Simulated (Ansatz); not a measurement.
# Match the barriers

Saddle point of Si3H9F, singlet (Si₂H₅F ([F][SiH2][SiH3]) + SiH₄ → Si₃H₈ ([SiH3][SiH2][SiH3]) + HF; bonds formed: Si1–Si7, F2–H6; bonds broken: Si1–F2, H6–Si7), PBE0-D4/def2-TZVP structure:

Si1  (-0.847, 0.025, 0.248)
F2  (0.051, 1.533, 1.188)
H3  (-1.208, -0.780, -0.982)
H4  (-2.151, 0.603, 0.639)
Si5  (0.262, -1.504, 1.618)
H6  (0.246, 1.403, -0.004)
Si7  (0.408, 1.022, -1.760)
H8  (0.289, -1.037, 3.027)
H9  (-0.411, -2.829, 1.539)
H10  (1.656, -1.649, 1.121)
H11  (1.361, 2.164, -1.870)
H12  (-0.763, 1.280, -2.631)
H13  (1.106, -0.231, -2.134)
(Å)

Program: Ansatz 0.2.0. Basis: def2-TZVPP, with def2-QZVPP for the basis limit. Cores are frozen in the correlated methods. Extrapolation: Hartree–Fock as exp(−7.88 √X), correlation as X^−2.97. Four methods, as single points on the PBE0-D4 structures, gave these electronic barriers from the start structure: 187.2, 246.9, 285.0, 382.4 kJ/mol.

(1) The methods were, in alphabetical order, CCSD(T), HF, PBE0-D4, SPW92. Which gave which? (Judge from chemistry; the calculation decides.)

No T1 diagnostic of these runs exceeds 0.015.

Answers

(1) Computed: SPW92 187.2; PBE0-D4 246.9; CCSD(T) 285.0; HF 382.4 kJ/mol. For comparison, CCSD(T) at an estimated basis limit (MP2 extrapolated from triple and quadruple zeta, plus CCSD(T) − MP2 in triple zeta) gives 281.4 kJ/mol.

Labels in which every atom is bracketed show which atoms are joined, not bond orders.

For scale, one of the runs: CCSD(T)/def2-TZVPP, 283 basis functions, launched by `ansatz run in.yaml --threads 8 --pin off --events-out ev --progress --plain --max-ram 19148MiB`. The run took 78 s on 8 CPU threads of an Arm Neoverse V2 (shared host), with 7.6 GiB of host memory at its peak.
